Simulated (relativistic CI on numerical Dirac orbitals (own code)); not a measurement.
# Crystal-field levels of Pr2+, 4f3

Calculated by Dirac-Coulomb-Breit CI, separate exchange-only KLI orbitals for each configuration, QED by a radiative potential, valence Slater integrals scaled by 0.85, one configuration in a parametric crystal field (own radial code).

Field parameters in Wybourne normalisation. The field is a parameter set, without covalency.

S and J are read from ⟨S²⟩ = S(S + 1) and ⟨J²⟩ = J(J + 1) of each level; they are not fictitious spins.

D4h, B20 = 1390, B40 = -720, B44 = 290, B60 = -220, B64 = 350 cm⁻¹, the lowest 16 levels:

```
E (cm⁻¹)  Degeneracy  Irrep     S     J
     0.0           2     Γ6  1.48  4.50
    15.7           2     Γ6  1.48  4.51
     151           2     Γ7  1.48  4.50
     231           2     Γ7  1.48  4.51
     279           2     Γ6  1.48  4.50
    1375           2     Γ7  1.49  5.50
    1376           2     Γ6  1.49  5.50
    1455           2     Γ6  1.49  5.50
    1524           2     Γ7  1.49  5.50
    1581           2     Γ7  1.49  5.50
    1610           2     Γ6  1.49  5.50
    2811           2     Γ7  1.50  6.50
    2829           2     Γ7  1.50  6.50
    2877           2     Γ6  1.50  6.50
    2952           2     Γ6  1.50  6.50
    3018           2     Γ7  1.50  6.50
```

Principal g values of the ground doublet: 0.81, 2.14, 2.14.

C2v, B20 = -70, B22 = 40, B40 = 580, B42 = 290, B44 = 320, B60 = 440, B62 = -200, B64 = 290, B66 = -410 cm⁻¹, the lowest 10 levels:

```csv
E (cm⁻¹),Degeneracy,S,J
0.0,2,1.48,4.51
58.7,2,1.48,4.51
120,2,1.48,4.51
169,2,1.48,4.51
279,2,1.48,4.50
1429,2,1.49,5.50
1447,2,1.49,5.51
1456,2,1.49,5.51
1475,2,1.49,5.50
1534,2,1.49,5.49
```

Principal g values of the ground doublet: 1.26, 1.87, 2.48.

D3h, B20 = -210, B40 = -260, B60 = -20, B66 = 300 cm⁻¹, the lowest 10 levels:

| E (cm⁻¹) | Degeneracy | S | J |
| --- | --- | --- | --- |
| 0.0 | 2 | 1.48 | 4.50 |
| 38.4 | 2 | 1.48 | 4.50 |
| 63.1 | 2 | 1.48 | 4.50 |
| 105 | 2 | 1.48 | 4.50 |
| 124 | 2 | 1.48 | 4.50 |
| 1390 | 2 | 1.49 | 5.50 |
| 1398 | 2 | 1.49 | 5.50 |
| 1407 | 2 | 1.49 | 5.50 |
| 1418 | 2 | 1.49 | 5.50 |
| 1425 | 2 | 1.49 | 5.50 |

Principal g values of the ground doublet: 0.57, 2.86, 2.86.

The next free-ion level lies 1347 cm⁻¹ above the lowest; the field splits the ground level into components whose J stays near 9/2 as long as their spread is small against that gap.

Levels of this model without a field, named by their leading LS term: 4I°_9/2 0, 4I°_11/2 1347, 4I°_13/2 2803, 4I°_15/2 4337, 2H°_9/2 10561, 4F°_3/2 10805, 4F°_5/2 11518, 4S°_3/2 12159 cm⁻¹.
